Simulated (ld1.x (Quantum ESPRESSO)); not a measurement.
**What the settings do to the TM potential of Cd**

Base potential:

```json
{
  "Element": "cadmium",
  "Generator": "ld1.x (Quantum ESPRESSO) 7.5",
  "Type": "norm-conserving Troullier–Martins (Kleinman–Bylander form)",
  "Functional": "LDA (PZ)",
  "Relativity": "fully relativistic",
  "Frozen core": "[Ar] 3d10 4s2",
  "Valence charge": "18",
  "Reference configuration": "4p6 4d10 5s1 5p0 (charge +1)",
  "Partial waves": "4p (bound): rc 0.85 bohr; 4d (bound): rc 1.80 bohr; 5s (bound): rc 1.70 bohr",
  "Local potential": "the s channel",
  "Core correction": "Bessel-smoothed model core, default radius (core density twice the valence density)"
}
```

Open shells are filled in proportion to 2j + 1 (rel_dist='average').

Cutoffs, loose and tight: the cutoffs (Ry, on a coarse ladder) from which the occupation-weighted sum of valence levels, in a spherical-Bessel basis at the reference potential, stays within 10 and 1 mRy of its value at 400 Ry. They do not see the model core or the augmentation charge, which bear on the density cutoff. Test errors are all-electron minus pseudo excitation energies from the reference, over the configurations 4p6 4d10 5s2 5p0; 4p6 4d10 5s0 5p0; 4p6 4d9 5s0 5p0; 4p6 4d9 5s2 5p1; 4p6 4d8 5s0 5p0; 4p6 4d10 5s1.5 5p0; 4p5 4d10 5s2 5p0. A dash means not determined; rows that change the core or the reference have their own tests. The largest error is taken over the tests solved by every variant that gives reliable tests at all: 4p6 4d10 5s0 5p0; 4p6 4d10 5s2 5p0; 4p6 4d8 5s0 5p0.

| change | outcome | cutoff, loose | cutoff, tight | bound ghosts | largest test error (meV) |
| --- | --- | --- | --- | --- | --- |
| base | generated | 180 Ry | over 300 Ry | none | -497 |
| wave 4p (bound): rc 0.85 bohr becomes 4p (bound): rc 0.56 bohr | failed: run_pseudo: Errors in PS-KS equation | – | – | – | – |
| wave 4p (bound): rc 0.85 bohr becomes 4p (bound): rc 0.70 bohr | generated | over 300 Ry | over 300 Ry | none | -496 |
| wave 4p (bound): rc 0.85 bohr becomes 4p (bound): rc 0.74 bohr | generated | over 300 Ry | over 300 Ry | none | -496 |
| wave 4p (bound): rc 0.85 bohr becomes 4p (bound): rc 1.16 bohr | generated | 120 Ry | 160 Ry | none | -496 |
| wave 4p (bound): rc 0.85 bohr becomes 4p (bound): rc 1.26 bohr | generated | 90 Ry | 140 Ry | none | -494 |

(1) What comes out with this change to the base: wave 4p (bound): rc 0.85 bohr becomes 4p (bound): rc 0.86 bohr?

(2) What comes out with this change to the base: wave 4p (bound): rc 0.85 bohr becomes 4p (bound): rc 0.94 bohr?

(3) What comes out with this change to the base: wave 4p (bound): rc 0.85 bohr becomes 4p (bound): rc 1.08 bohr?

## Answers

(1) outcome: generated; cutoff, loose: 180 Ry; cutoff, tight: 300 Ry; bound ghosts: none; largest test error (meV): -497.

(2) outcome: generated; cutoff, loose: 180 Ry; cutoff, tight: 230 Ry; bound ghosts: none; largest test error (meV): -498.

(3) outcome: generated; cutoff, loose: 160 Ry; cutoff, tight: 200 Ry; bound ghosts: none; largest test error (meV): -497.

Reading the sweep of the p radius (base included, trends over the rows without a ghost): The loose cutoff falls from 180 Ry at 0.85 to 90 Ry at 1.26 bohr. A larger radius leaves more room for a smooth pseudo-wave, so fewer plane waves are needed; a smaller one forces it to follow the all-electron wave where it bends sharply. The median size of the test errors (rows with all tests solved) stays near 116.9 meV. The generation fails at 0.56 bohr.
